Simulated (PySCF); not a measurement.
Species: C₉H₉ (doublet state).
Cartesian coordinates in Å at the GFN2-xTB level; atoms count from 1:
```
atom  x, y, z in Å
C1     3.3417    0.7627    0.0225
C2     3.0154   -0.4850    0.3505
C3     1.7308   -1.0228    0.1581
C4     0.6360   -1.5165    0.0168
C5    -0.6702   -2.0246   -0.1860
C6    -1.6148   -1.3338   -0.7781
C7    -1.9564   -0.0628   -1.3082
C8    -1.3061    1.2222   -0.7886
C9    -2.7280    0.9245   -0.4593
H10    2.6242    1.4357   -0.4172
H11    4.3344    1.1466    0.1830
H12    3.7446   -1.1551    0.7911
H13   -0.8375   -3.0422    0.1522
H14   -2.2067   -0.0758   -2.3648
H15   -1.0860    1.9883   -1.5163
H16   -0.5650    1.1140   -0.0123
H17   -3.5060    1.4994   -0.9387
H18   -2.9589    0.6315    0.5540
```

The hyperfine couplings belong to this conformer and change with its torsions.

Identity: `C1CC1/[C]=C\C#CC=C` [radical].

Method used: PySCF, UKS B3LYP, pcH-1 on C H, non-relativistic, mean-field spin-orbit, GIAO. One conformer (not necessarily the lowest) at the GFN2-xTB geometry, without solvent, vibrations or thermal averaging. A GFN2-xTB geometry isn't a minimum of the functional, and hyperfine couplings can be far from their values at a DFT geometry. Stability of the SCF solution: not tested.

Problem. Where do the isotropic ENDOR lines of H13, H14, H15/H17, H16/H18, H11, H10 and H12 fall at 337.2 mT, to first order?

Solution. ν± = |νn ± a/2|, one line for each electron-spin manifold; νn = |g_N| × 7.62259 MHz/T × B.

| nuclei | isotope | g_N | νn (MHz) | a_iso (MHz) | lower line (MHz) | upper line (MHz) |
| --- | --- | --- | --- | --- | --- | --- |
| H13 | 1H | 5.5857 | 14.36 | 96.46 | 33.87 | 62.59 |
| H14 | 1H | 5.5857 | 14.36 | 17.24 | 5.74 | 22.98 |
| H15/H17 | 1H | 5.5857 | 14.36 | 5.69 | 11.51 | 17.20 |
| H16/H18 | 1H | 5.5857 | 14.36 | -3.72 | 12.50 | 16.22 |
| H11 | 1H | 5.5857 | 14.36 | 2.09 | 13.31 | 15.40 |
| H10 | 1H | 5.5857 | 14.36 | 1.74 | 13.49 | 15.23 |
| H12 | 1H | 5.5857 | 14.36 | -0.82 | 13.95 | 14.77 |

Problem. Which pairs are centred on the nuclear Larmor frequency, and which on half the coupling?

Solution. Centred on νn, since |a| < 2νn: H14, H15/H17, H16/H18, H11, H10 and H12. Centred on |a|/2 and split by 2νn: H13.

Means are taken over nuclei equivalent by connectivity, which assumes that they swap fast. The 1H value of -3.7 MHz is a mean of couplings from -8.4 to 1.0 MHz in this one geometry, not an average over conformers. The 1H value of +5.7 MHz is a mean of couplings from 2.3 to 9.0 MHz in this one geometry, not an average over conformers.
